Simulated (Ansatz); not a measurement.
`N#[C][Ga]([F])[F]`, relaxed with RKS PBE0-D4/def2-TZVP in Ansatz 0.2.0 from a PBE-D4/def2-SVP geometry. The force threshold is 0.005 eV/Å; the program also tests the step.

Total charge 0; spin multiplicity 1.

Start:

```xyz
5

N    -0.788   -2.308   -0.263
C    -0.411   -1.204   -0.137
Ga    0.204    0.598    0.068
F     0.632    1.579   -1.314
F     0.364    1.334    1.645
```

(1) How much energy does the relaxation release, and in how many steps? (An estimate is asked.)

(2) Which bonds change most? (Best estimate.)

(3) Give the relaxed structure. (An estimate is asked.)

Results:

(1) Ansatz gave: 1.05 kcal/mol, in 3 steps.

(2) Computed: Ga3–F5 from 1.748 to 1.725 Å; Ga3–F4 from 1.748 to 1.725 Å; N1–C2 from 1.173 to 1.151 Å; C2–Ga3 from 1.915 to 1.904 Å.

(3) Ansatz gave: 
```xyz
5

N    -0.779   -2.282   -0.259
C    -0.409   -1.199   -0.136
Ga    0.202    0.593    0.067
F     0.625    1.565   -1.293
F     0.361    1.323    1.622
```
